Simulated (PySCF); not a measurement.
# Energy of Cu²⁺ (copper, charge +2) between two integer charges

The 3d beta orbital of [Ar] 3d9 is emptied in steps (occupation f), with all orbitals relaxed, ending at [Ar] 3d8. Computed with PySCF 2.14 in aug-pcseg-2, with no relativity, point nucleus. The exact energy is a straight line in f; departures are measured from the line between the end points of the same method.

```
   f  PBE0 (eV)  r2SCAN (eV)  LC-wPBE (eV)
   1      0.000        0.000         0.000
0.75     -1.087       -1.536        -0.664
 0.5     -1.462       -2.053        -0.902
0.25     -1.105       -1.542        -0.687
   0      0.000        0.000         0.000
```

| method | E(f=0) − E(f=1) (eV) | −ε at f=1 (eV) | −ε at f=0.5 (eV) |
| --- | --- | --- | --- |
| PBE0 | 37.083 | 31.345 | 37.034 |
| r2SCAN | 36.720 | 28.562 | 36.706 |
| LC-wPBE | 37.497 | 34.022 | 37.437 |

Orbital energy along the path (eV):

```tsv
f	PBE0	r2SCAN	LC-wPBE
1	-31.345	-28.562	-34.022
0.75	-34.142	-32.603	-35.675
0.5	-37.034	-36.706	-37.437
0.25	-39.998	-40.826	-39.289
0	-43.017	-44.950	-41.207
```

Reference removal energy between the ground levels: 36.841 ± 0.012 eV (measured; NIST Atomic Spectra Database, ionization energies). The calculation has no spin-orbit coupling. The determinant left behind need not be the lowest term of the ion.
